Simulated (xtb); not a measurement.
H$_{5}$B$_{3}$N$_{3}$ (SMILES [B]1NBNBN1), doublet, from a rough starting geometry; GFN2-xTB in xtb.

Here is a job for xtb.
```
$ xtb mol.xyz --gfn 2 --uhf 1 --opt vtight --json

# file mol.xyz
11

B     -0.56297661     1.56466543    -0.18259898
N     -1.42765045     0.47054419     0.07191292
B     -0.98673656    -0.82273707     0.19051322
N      0.32022639    -1.10501962     0.09889482
B      1.33415623    -0.04878999    -0.14967230
N      0.81445496     1.30013984    -0.23148785
H     -2.45142497     0.66665846     0.12848224
H     -1.77293884    -1.71472523     0.39189962
H      0.70956080    -2.06552007     0.19505448
H      2.49858209    -0.28632176    -0.22384206
H      1.57097843     1.98410377    -0.40028479
```

It wrote (shortened):

```
   ID    Z sym.   atoms
    1    5 B      1, 3, 5
    2    7 N      2, 4, 6
    3    1 H      7-11

           -------------------------------------------------
          |                Calculation Setup                |
           -------------------------------------------------

           -------------------------------------------------
          |                 G F N 2 - x T B                 |
           -------------------------------------------------

          ...................................................
          :                      SETUP                      :
          :.................................................:
          :  # basis functions                  29          :
          :  # atomic orbitals                  29          :
          :  # shells                           17          :
          :  # electrons                        29          :
          :  max. iterations                   250          :
          :  Hamiltonian                  GFN2-xTB          :
          :  restarted?                      false          :
          :  GBSA solvation                  false          :
          :  PC potential                    false          :
          :  electronic temp.          300.0000000     K    :
          :  accuracy                    1.0000000          :
          :  -> integral cutoff          0.2500000E+02      :
          :  -> integral neglect         0.1000000E-07      :
          :  -> SCF convergence          0.1000000E-05 Eh   :
          :  -> wf. convergence          0.1000000E-03 e    :
          :  Broyden damping             0.4000000          :
          :  net charge                          0          :
          :  unpaired electrons                  1          :
          ...................................................

 iter      E             dE          RMSdq      gap      omega  full diag
   1    -15.1456384 -0.151456E+02  0.998E+00    1.78       0.0  T
   2    -15.2520894 -0.106451E+00  0.622E+00    0.61       1.0  T
   3    -15.2302965  0.217929E-01  0.259E+00    2.71       1.0  T
   4    -15.2768367 -0.465403E-01  0.934E-01    1.65       1.0  T
   5    -15.2806282 -0.379143E-02  0.484E-01    2.07       1.0  T
   6    -15.2815163 -0.888115E-03  0.108E-01    1.92       1.0  T
   7    -15.2816252 -0.108913E-03  0.430E-02    1.90       1.0  T
   8    -15.2816345 -0.927351E-05  0.111E-02    1.91       2.7  T
[...]
         :: total energy             -15.098847095602 Eh    ::
 * total energy  :   -15.0988471 Eh     change       -0.1572307E-09 Eh
 * total energy  :   -15.1098915 Eh     change       -0.1104442E-01 Eh
 * total energy  :   -15.1119497 Eh     change       -0.2058222E-02 Eh
 * total energy  :   -15.1121417 Eh     change       -0.1919850E-03 Eh
 * total energy  :   -15.1122033 Eh     change       -0.6155200E-04 Eh
 * total energy  :   -15.1122096 Eh     change       -0.6289743E-05 Eh
 * total energy  :   -15.1122100 Eh     change       -0.4490423E-06 Eh
 * total energy  :   -15.1122101 Eh     change       -0.6566809E-07 Eh
   *** GEOMETRY OPTIMIZATION CONVERGED AFTER 8 ITERATIONS ***
         :: total energy             -15.112210080959 Eh    ::
[...]
     6   7 N        2.543    -0.297    27.672     7.812
     7   1 H        0.860     0.142     1.457     1.891
     8   1 H        0.937    -0.133     6.859     4.095
     9   1 H        0.860     0.144     1.442     1.881
    10   1 H        0.937    -0.133     6.860     4.095
    11   1 H        0.860     0.142     1.457     1.891

 Mol. C6AA /au·bohr⁶  :       1525.276326
 Mol. C8AA /au·bohr⁸  :      38455.563192
 Mol. α(0) /au        :         64.621559

Wiberg/Mayer (AO) data.
largest (>0.10) Wiberg bond orders for each atom

 ---------------------------------------------------------------------------
     #   Z sym  total        # sym  WBO       # sym  WBO       # sym  WBO
 ---------------------------------------------------------------------------
     1   5 B    2.597 --     6 N    1.226     2 N    1.226
     2   7 N    3.476 --     1 B    1.226     3 B    1.213     7 H    0.956
     3   5 B    3.482 --     4 N    1.217     2 N    1.213     8 H    0.953
     4   7 N    3.483 --     5 B    1.217     3 B    1.217     9 H    0.956
     5   5 B    3.482 --     4 N    1.217     6 N    1.213    10 H    0.953
     6   7 N    3.476 --     1 B    1.226     5 B    1.213    11 H    0.956
     7   1 H    0.980 --     2 N    0.956
     8   1 H    0.982 --     3 B    0.953
     9   1 H    0.979 --     4 N    0.956
    10   1 H    0.982 --     5 B    0.953
    11   1 H    0.980 --     6 N    0.956
 ---------------------------------------------------------------------------

Topologies differ in total number of bonds
Writing topology from bond orders to xtbtopo.mol

molecular dipole:
                 x           y           z       tot (Debye)
 q only:       -0.126       0.364      -0.035
   full:       -0.031       0.089      -0.009       0.240
molecular quadrupole (traceless):
                xx          xy          yy          xz          yz          zz
 q only:       -1.195      -1.291       2.114       0.196      -0.281      -0.919
  q+dip:        0.961      -0.247       1.459      -0.299      -0.491      -2.419
   full:       -0.553      -0.471       0.667       0.105      -0.057      -0.114

optimized geometry written to: xtbopt.xyz

           -------------------------------------------------
          | TOTAL ENERGY              -15.112210080959 Eh   |
          | GRADIENT NORM               0.000063048703 Eh/α |
          | HOMO-LUMO GAP               2.227360652671 eV   |
           -------------------------------------------------
```
